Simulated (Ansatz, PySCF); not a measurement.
Pair of molecules: selenium dioxide (SMILES O=[Se]=O) (first 3 atoms) with C2H4 (SMILES C=C); geometry from B3LYP-D3(BJ)/def2-TZVP.
(charge 0, multiplicity 1):
```xyz
9

O      1.172    -0.937     1.050
Se    -0.275    -0.301     1.375
O     -0.317     1.303     1.213
C      0.653    -0.239     4.419
C     -0.606     0.148     4.600
H      0.978    -1.248     4.643
H      1.407     0.439     4.040
H     -0.926     1.158     4.373
H     -1.359    -0.529     4.985
```

Basis-set superposition error: the interaction energy with monomers in their own basis, and in the dimer's basis (counterpoise).

Codes used: Ansatz (Gaussian orbitals); PySCF for 6-31G* rows, M06-2X. Values without a source in brackets are computed.

```
level               uncorrected (meV)  counterpoise (meV)  difference
------------------  -----------------  ------------------  ----------
HF/6-31G*                      -124.6               -51.3        73.4
HF/aug-cc-pVDZ                  -87.6               -56.1        31.5
SVWN5/def2-TZVPPD              -287.8              -279.3         8.5
revPBE/def2-TZVPPD              -40.1               -32.2         7.9
B97M-V/def2-TZVPPD             -184.7              -178.0         6.7
BHLYP/def2-TZVPPD              -114.7              -108.4         6.3
M06-2X/def2-TZVPPD             -202.6              -194.7         7.9
MP2/6-31G*                      -97.2                11.9       109.1
MP2/aug-cc-pVDZ                -147.6               -70.9        76.7
CCSD/aug-cc-pVDZ               -145.9               -69.9        76.0
```

The error is largest for MP2/6-31G* (109.1 meV) and smallest for BHLYP/def2-TZVPPD (6.3 meV).

Ansatz is a program for electronic structure.
